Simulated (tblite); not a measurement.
C6H10N (doublet state).
Numbering: `[H]/[N:6]=[C:5]/[C@@H:4]1[CH2:3][C@H:2]([CH3:1])[CH2:7]1` (hydrogens: H8, H9, H10 on C1; H11 on C2; H12, H13 on C3; H14 on C4; H15 on N6; H16, H17 on C7)

Structure used (GFN2-xTB), in Å, numbered top down from 1:
```
atom  x, y, z in Å
C1    -2.0072    0.7146    0.1937
C2    -1.0325   -0.4442    0.0971
C3     0.1933   -0.2332   -0.8055
C4     1.1089   -0.7253    0.3513
C5     2.2505    0.0842    0.7575
N6     2.7013    1.1255    0.2601
C7    -0.1043   -0.6565    1.3066
H8    -2.7526    0.5226    0.9629
H9    -1.4803    1.6327    0.4438
H10   -2.5200    0.8586   -0.7550
H11   -1.5717   -1.3585   -0.1606
H12    0.2349   -0.8245   -1.7170
H13    0.3751    0.8124   -1.0413
H14    1.4457   -1.7534    0.1997
H15    3.5016    1.5860    0.6788
H16   -0.0640    0.2148    1.9581
H17   -0.2856   -1.5437    1.9093
```

Computed with GFN2-xTB (tblite): harmonic, unscaled wavenumbers at the GFN2-xTB geometry, gas phase. Against measured fundamentals such values can be off by several per cent, at times by over 20. One conformer, not necessarily the lowest. Open shells enter through the occupations alone, without spin polarisation, and single modes of such species can be off by tens of per cent.

Harmonic wavenumbers (cm⁻¹): 41.1, 80.3, 183.1, 216.4, 317.6, 370.4, 412.1, 525.1, 604.9, 711.5, 837.8, 849.7, 926.1, 944.5, 957.5, 992.3, 1021.3, 1063.5, 1091.3, 1136.3, 1141.3, 1149.5, 1189.4, 1203.6, 1221.8, 1234.2, 1257.9, 1280.4, 1335.7, 1409.7, 1463.8, 1476.7, 1497.8, 1501.0, 1866.1, 2949.5, 2956.3, 3005.3, 3012.9, 3013.5, 3026.5, 3030.2, 3032.1, 3037.0, 3327.1.

A = 5415, B = 1694, C = 1604 MHz; mass 96.081 u (most abundant isotopes); point group C1, symmetry number 1; spin multiplicity 2.

What is the zero-point energy?

½Σν̃ = 31951 cm⁻¹ = 91.35 kcal/mol.

What is S at 400 K and 1 bar for an ideal gas of classical rigid rotors and harmonic oscillators?

Translation 41.08, rotation 28.36, vibration 27.13, spin (R ln 2) 1.38: S = 98.0 cal/(mol K).

And Cp and H(400 K) − H(0)?

Cp = 38.61 cal/(mol K), of which vibrations give 30.66 (their classical limit is 45 R = 89.4); H(400 K) − H(0) = 8.88 kcal/mol without the zero-point energy, 5.70 from vibrations.

What must be added to the electronic energy to get the Gibbs energy at 400 K and 1 bar?

ZPE + [H(400 K) − H(0)] − T·S = 91.35 + 8.88 − 39.18 = 61.05 kcal/mol.

Blend soft modes into free rotors: weight 1/[1 + (100 cm⁻¹/ν̃)⁴] for the oscillator and the rest for a rotor with moment μB/(μ + B), μ = h/(8π²ν), B = 10⁻⁴⁴ kg m². What vibrational entropy results?

24.62 cal/(mol K) in place of 27.13, which changes −T·S at 400 K by +1.00 kcal/mol.

Hindered rotation and anharmonicity are outside this model. Other conformers, if any are populated, would add a mixing term that is left out. The structure is chiral; the term R ln 2 for an equal mix with its mirror image is left out.
